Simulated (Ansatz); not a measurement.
Calculated with Ansatz (gas phase, PBE0-D4/def2-TZVP geometries, no zero-point term in ΔE). CBS: MP2 limit from def2 TZ/QZ plus the TZ coupled-cluster correction, frozen cores. This one scheme is used for every species. Functionals use def2-TZVPP. B3LYP here is the variant with VWN-RPA as its local correlation; programs differ in this. One conformer a species, not always the lowest.

Consider the ligand exchange at a B–F bond: `FB(S)[SiH2][SiH3]` + NH₃ → `NB(S)[SiH2][SiH3]` + H–F.

```json
{"level": "B3LYP-D4", "ΔE (eV)": "0.15"}
{"level": "ωB97X-V", "ΔE (eV)": "0.17"}
{"level": "SCS-MP2/def2-TZVPP", "ΔE (eV)": "0.12"}
{"level": "CCSD/CBS(def2)", "ΔE (eV)": "0.11"}
```

Q: What does CCSD(T)/CBS give? (An estimate is asked.)

A: Computed: +0.09 eV. The listed levels differ from it by 0.06, 0.08, 0.03, 0.02 eV.

Largest T1 diagnostic among the species: 0.015.

From PBE to PBE0 (25 % exact exchange), in def2-TZVPP and without D4, ΔE moves by −0.04 eV. The D4 term adds −0.09 eV with B3LYP and −0.05 eV with PBE0; it sums over pairs of atoms, weighted by their polarisabilities, and B3LYP, whose exchange is more repulsive, gets the larger term.
